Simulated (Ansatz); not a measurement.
Saddle point of Si2H5Cl3O, singlet (SiHCl₃ ([Cl][SiH]([Cl])[Cl]) + SiH₄O ([OH][SiH3]) → Si₂H₃Cl₃O ([SiH3][O][Si]([Cl])([Cl])[Cl]) + H₂; bonds formed: Si1–O7, H2–H6; bonds broken: Si1–H2, H6–O7), PBE0-D4/def2-TZVP structure:

```xyz
11
angstrom
Si -0.1026 -1.0803 -0.9083
H 1.3042 -1.6837 -0.2539
Cl 0.8107 -1.0138 -2.7418
Cl -1.0601 -2.8136 -0.3804
Cl -1.7966 0.0966 -1.3538
H 1.1901 -0.7404 0.3762
O 0.3968 0.0587 0.3569
Si -0.1111 1.5185 1.0739
H -0.1228 2.5737 0.0429
H -1.4345 1.3079 1.6911
H 0.9261 1.7765 2.0975
```

Energies are electronic, without zero-point energy. Barriers and step energies count from the start structure reached by relaxing down the imaginary mode; all methods use the PBE0-D4 structures, on which another method's saddle can fall below an end. Ansatz 0.2.0; basis: def2-TZVPP, with def2-QZVPP for the basis limit; cores frozen in the correlated methods. B3LYP uses VWN-RPA correlation. Extrapolation: Hartree–Fock as exp(−7.88 √X), correlation as X^−2.97.

```
      method  barrier (kcal/mol)  step energy (kcal/mol)
       SPW92               20.28                  -18.80
      PBE-D4               29.53                  -19.85
     BLYP-D4               33.87                  -22.15
   r2SCAN-D4                   ?                  -22.73
      B97M-V               34.55                  -22.65
     PBE0-D4               32.43                  -20.67
    B3LYP-D4               35.77                  -22.46
  r2SCAN0-D4                   ?                  -22.70
    BHLYP-D4               39.19                  -23.37
CAM-B3LYP-D4               35.92                  -22.49
     wB97X-V                   ?                  -21.67
     wB97M-V               34.52                  -21.92
      B2PLYP               36.92                  -22.40
    PBE-QIDH               34.23                  -22.16
  RPA on PBE               37.23                  -22.02
          HF               52.03                  -23.28
         MP2               34.28                  -23.90
        CCSD               38.95                  -22.32
     CCSD(T)               36.41                  -22.53
```

Task: Fill in the withheld barriers. (An estimate is asked for; the value comes from the calculation.)

Result: The calculation gives: r2SCAN0-D4 33.54; wB97X-V 35.79; r2SCAN-D4 31.54 kcal/mol. Each is the energy of the saddle less that of the start structure, by the same method.

For comparison, the barrier by CCSD(T) at an estimated basis limit (MP2 extrapolated from triple and quadruple zeta, plus CCSD(T) − MP2 in triple zeta) is 35.53 kcal/mol.

The T1 diagnostic stays at or below 0.011.

Labels in which every atom is bracketed show which atoms are joined, not bond orders.

For scale, one of the runs: CCSD(T)/def2-TZVPP, 311 basis functions, launched by `ansatz run in.yaml --threads 4 --pin off --events-out ev --progress --plain --max-ram 66560MiB --backend cuda --devices 0, --max-vram 37GiB`. Hardware: 4 CPU threads of an AMD EPYC 7R13 and a share of one NVIDIA H100, shared host. Wall time 14 s; peak host memory 0.84 GiB.
